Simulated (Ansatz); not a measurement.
Calculated with Ansatz (gas phase, PBE0-D4/def2-TZVP geometries, no zero-point term in ΔE). CBS: MP2 limit from def2 TZ/QZ plus the TZ coupled-cluster correction, frozen cores. This one scheme is used for every species. Functionals use def2-TZVPP. One conformer a species, not always the lowest.

`C[SiH](C)[AlH2]` + CH₃OH → `CO[SiH](C)C` + `[AlH3]`  (cleavage of the Si–Al bond)

```csv
level,ΔE (kcal/mol)
ωB97M-V,-27.5
PBE0,-21.3
BHLYP,-28.0
HF/def2-SVP,-27.4
HF/def2-TZVPP,-30.2
CCSD/def2-TZVPP,-26.2
SCS-MP2/def2-QZVPP,-28.1
HF/CBS(def2),-30.7
```

(1) What does CCSD(T)/CBS give? (An estimate is asked.)

(2) What do rigid-rotor, harmonic-oscillator terms from PBE0-D4/def2-TZVP frequencies (298.15 K, 1 bar) make of the CCSD(T)/CBS value? (Estimate.)

Largest T1 diagnostic among the species: 0.010.

Results:

(1) Ansatz gave: -25.6 kcal/mol. The listed levels differ from it by -1.9, 4.3, -2.4, -1.8, -4.6, -0.6, -2.5, -5.1 kcal/mol.

(2) Ansatz gave: ΔZPE = -2.4 kcal/mol, ΔH = -28.1 kcal/mol, ΔS = -30 J/(mol·K), ΔG = -26.0 kcal/mol.

From PBE to PBE0 (25 % exact exchange), in def2-TZVPP and without D4, ΔE moves by −1.7 kcal/mol. At CCSD(T), def2-SVP lies +1.4 kcal/mol from the extrapolated value and def2-TZVPP −0.0 kcal/mol. In def2-TZVPP, CCSD(T) changes the Hartree–Fock value by +4.6 kcal/mol (the triples alone add +0.5 kcal/mol) and MP2 by +2.6 kcal/mol.
